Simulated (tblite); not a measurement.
Compound: C8H8F2.
Structure used (GFN2-xTB), in Å, numbered top down from 1:
```
atom  x, y, z in Å
C1    -1.373   -1.047   -2.162
C2    -1.267   -0.898   -0.979
C3    -1.111   -0.734    0.454
C4     0.342   -0.837    0.847
C5     0.773   -1.881    1.559
C6     1.299    0.172    0.433
C7     1.118    1.350   -0.165
F8     2.240    2.070   -0.441
C9    -0.114    2.083   -0.598
F10   -0.910    2.410    0.481
H11   -1.484   -1.175   -3.197
H12   -1.525    0.228    0.762
H13   -1.679   -1.522    0.956
H14    1.805   -1.987    1.845
H15    0.107   -2.660    1.887
H16    2.330   -0.073    0.658
H17    0.173    3.025   -1.074
H18   -0.731    1.481   -1.275
```

Computed values, GFN2-xTB/tblite, gas phase, harmonic and unscaled. Against measured fundamentals such values can be off by several per cent, at times by over 20. One conformer, not necessarily the lowest.

Harmonic wavenumbers (cm⁻¹): 28.0, 76.1, 108.2, 123.9, 188.9, 193.9, 231.2, 300.2, 324.1, 364.1, 391.8, 457.8, 544.7, 575.4, 601.0, 643.0, 667.8, 688.2, 838.6, 877.8, 892.9, 913.6, 937.7, 957.5, 998.0, 1014.5, 1021.3, 1122.5, 1138.5, 1211.5, 1277.3, 1293.7, 1310.9, 1331.4, 1415.2, 1421.2, 1450.9, 1657.1, 1688.2, 2291.8, 2940.7, 2967.4, 2970.6, 2993.5, 3061.6, 3108.6, 3135.5, 3397.7.

A = 1512, B = 1037, C = 826.3 MHz; mass 142.059 u (most abundant isotopes); point group C1, symmetry number 1.

Problem. Zero-point energy?

Solution. ½Σν̃ = 29073 cm⁻¹ = 83.12 kcal/mol.

Problem. Give the ideal-gas entropy at 400 K and 1 bar in the rigid-rotor, harmonic-oscillator model (classical rotation).

Solution. Translation 42.25, rotation 30.77, vibration 43.13: S = 116.2 cal/(mol K).

Problem. And Cp and H(400 K) − H(0)?

Solution. Cp = 50.26 cal/(mol K), of which vibrations give 42.31 (their classical limit is 48 R = 95.4); H(400 K) − H(0) = 11.99 kcal/mol without the zero-point energy, 8.81 from vibrations.

Problem. What must be added to the electronic energy to get the Gibbs energy at 400 K and 1 bar?

Solution. ZPE + [H(400 K) − H(0)] − T·S = 83.12 + 11.99 − 46.46 = 48.65 kcal/mol.

Problem. How do the functions run with temperature in this model?

Solution. 
| T (K) | S (cal/(mol K)) | Cp (cal/(mol K)) | H − H(0) (kcal/mol) | G − H(0) (kcal/mol) | ln q(vib) |
| --- | --- | --- | --- | --- | --- |
| 150 | 80.8 | 25.1 | 2.47 | -9.65 | 3.56 |
| 250 | 96.1 | 35.7 | 5.51 | -18.52 | 6.41 |
| 298.15 | 102.8 | 40.6 | 7.35 | -23.31 | 7.77 |
| 600 | 139.4 | 64.3 | 23.55 | -60.09 | 16.03 |
| 900 | 168.1 | 77.2 | 44.95 | -106.37 | 23.49 |

q(vib) and H(0) count from the zero-point level.

Problem. Blend soft modes into free rotors: weight 1/[1 + (100 cm⁻¹/ν̃)⁴] for the oscillator and the rest for a rotor with moment μB/(μ + B), μ = h/(8π²ν), B = 10⁻⁴⁴ kg m². What vibrational entropy results?

Solution. 39.57 cal/(mol K) in place of 43.13, which changes −T·S at 400 K by +1.42 kcal/mol.

Hindered rotation and anharmonicity are outside this model. Other conformers, if any are populated, would add a mixing term that is left out. The structure is chiral; the term R ln 2 for an equal mix with its mirror image is left out.
